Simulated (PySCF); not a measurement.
One of the candidates below gave these computed data.

All candidates are C2H8O3SSi.

| technique | computed result |
| --- | --- |
| UV, first state | lowest singlet excitation: 7.99 eV (155 nm, f = 0.005) [TDDFT wB97X-D/def2-SVPD] |
| Rotational structure | rotational constants A, B, C: 3.401, 1.251, 1.154 GHz [GFN2-xTB] |
| 13C NMR | chemical shifts (computed TMS as zero) by class: 42.2 (1 C), -7.2 (1 C) ppm [GIAO PBE0/pcSseg-1] |
| Polarisability | 79.2 au [wB97X-D/def2-SVPD] |
| Dipole | 2.51 D [wB97X-D/def2-SVPD] |
| NMR, other nuclei | isotropic shieldings of nuclei other than C and H, by class: 86 (2 O), 122 (1 O), 397 (1 Si), 176 (1 S) ppm [GIAO PBE0/pcSseg-1] |
| UV, strongest line | among the 8 lowest singlet transitions: S4 at 8.76 eV (142 nm, f = 0.061) [TDDFT wB97X-D/def2-SVPD] |
| Triplet | lowest triplet excitation (Tamm–Dancoff): 7.53 eV [TDA wB97X-D/def2-SVPD] |
| 1H NMR | chemical shifts (computed TMS as zero) by class: 4.59 (1 H), 4.47 (2 H), 2.69 (2 H), 0.67 (3 H) ppm [GIAO PBE0/pcSseg-1] |

The electronic properties come from PySCF, for the isolated species, density fitting. Levels stand in brackets. One conformer (not necessarily the lowest) at the GFN2-xTB geometry, without solvent, vibrations or thermal averaging. GFN2-xTB frequencies show an imaginary mode (45i cm⁻¹), so this geometry is no minimum at that level. NMR values are class means; diastereotopic atoms form classes of their own.

Question: Which candidate is it?
A. `CS(=O)(=O)C[SiH2]O`
B. `CCO[Si](O)(O)S`
C. `C[SiH2]CS(=O)(=O)O`

Answer: C. It is `C[SiH2]CS(=O)(=O)O`. Numbering: `[CH3:1][SiH2:2][CH2:3][S:4](=[O:5])(=[O:6])[OH:7]`. 2 carbons fall into 2 classes; from least to most shielded: sp3 carbon bound to sulfur [C3] (42.2 ppm), Si-methyl carbon [C1] (-7.2 ppm). Hydrogen classes from least to most shielded: 1 H on a hydroxyl oxygen, O7 (4.59 ppm), 2 H on an SiH2 silicon, Si2 (4.47 ppm), 2 H on an sp3 carbon bound to sulfur, C3 (2.69 ppm), 3 H on an Si-methyl carbon, C1 (0.67 ppm, a mean of values up to 1.4 ppm apart in this geometry). The other shieldings belong to: 86 ppm, sulfonyl oxygen [O5/O6]; 122 ppm, hydroxyl oxygen [O7]; 397 ppm, SiH2 silicon [Si2]; 176 ppm, sulfonyl sulfur [S4]. The optimised geometry has point group C1 and is an asymmetric top.

The others, at the same levels:
- `CCO[Si](O)(O)S` fails: its computed 13C shifts are 61.9 (1 C), 20.0 (1 C) ppm, 1H shifts are 4.14 (2 H), 2.23 (2 H), 1.28 (3 H), 0.62 (1 H) ppm and lowest singlet excitation is 6.35 eV (195 nm, f = 0.026) (against 7.99 eV).
- `CS(=O)(=O)C[SiH2]O` fails: its computed 13C shifts are 51.5 (1 C), 51.3 (1 C) ppm, 1H shifts are 5.63 (2 H), 2.84 (2 H), 2.63 (3 H), 0.74 (1 H) ppm and lowest singlet excitation is 7.35 eV (169 nm, f = 0.000) (against 7.99 eV).

Each candidate is one conformer, not necessarily the lowest. The conformers computed, where there is a choice (atom-mapped SMILES and torsion angles):
- `[CH3:1][SiH2:2][CH2:3][S:4](=[O:5])(=[O:6])[OH:7]`: C1–Si2–C3–S4 -66°, Si2–C3–S4–O5 73°, H–O7–S4–C3 159°
- `[CH3:1][S:2](=[O:3])(=[O:4])[CH2:5][SiH2:6][OH:7]`: C1–S2–C5–Si6 180°, S2–C5–Si6–O7 180°, H–O7–Si6–C5 180°

The conformers of `CCO[Si](O)(O)S` aren't listed.
